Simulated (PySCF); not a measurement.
The isolated species `c1c(ccc(F)c1)Br` is ionised with synchrotron light (hν = 1000.0 eV). Calculated photoelectron kinetic energies of its computed core levels, recoil neglected:

| line | kinetic energy (eV) |
| --- | --- |
| 1 | 709.17 |
| 2 | 709.14 |
| 3 | 708.37 |
| 4 | 707.15 |
| 5 | 306.82 |

Method: delta-SCF UKS SCAN, pcX-2 on the ionised atom, pcseg-1 elsewhere, spin-free X2C (PySCF 2.14.0).

Question: Convert to binding energies and name the level and atom behind each line. Numbering: `[F:1][c:2]1[cH:3][cH:4][c:5]([Br:6])[cH:7][cH:8]1`.

Answer: Against the vacuum level, binding energy = hν − kinetic energy.

| line | binding energy (eV) | level | atoms | environment |
| --- | --- | --- | --- | --- |
| 1 | 290.83 | C 1s | C3/C8 | aromatic CH carbon |
| 2 | 290.86 | C 1s | C4/C7 | aromatic CH carbon |
| 3 | 291.63 | C 1s | C5 | aromatic C–Br carbon |
| 4 | 292.85 | C 1s | C2 | aromatic C–F carbon |
| 5 | 693.18 | F 1s | F1 | aryl fluorine |

Question: Where does line 4 move with hν = 1486.6 eV?

Answer: To 1486.6 − 292.85 = 1193.75 eV; every photoline shifts by the change in photon energy, +486.6 eV.

The listed C 1s values span 2.02 eV, from C3/C8 (bonded to 2 C (aromatic in the SMILES) and H) to C2 (bonded to F and 2 C (aromatic in the SMILES)). The widest gap between neighbouring values is 1.22 eV, between 291.63 and 292.85 eV. Summing the Pauling electronegativity differences to the bonded atoms, each weighted by its formal bond order, gives -0.35 for the lowest site and +1.43 for the highest; no listed site has a larger sum than the highest. The values 290.83 and 290.86 eV lie too close for their order to be trusted.

Question: Which photon energy gives electrons from C 1s of C5 a kinetic energy of 100 eV, and what is their de Broglie wavelength?

Answer: hν = 291.63 + 100 = 391.63 eV, recoil neglected; λ = 12.264 Å/√(E/eV) = 1.23 Å.

Other core shells, valence and Auger electrons aren't listed. The first atom of each set that the bonding makes equivalent was ionised and stands for the set. No level of bromine is listed. Isolated species at its PBE0-D3(BJ)/def2-SVP geometry, gas phase.

On an x86-64 server with one thread, on a shared host, this took 2.4 min.
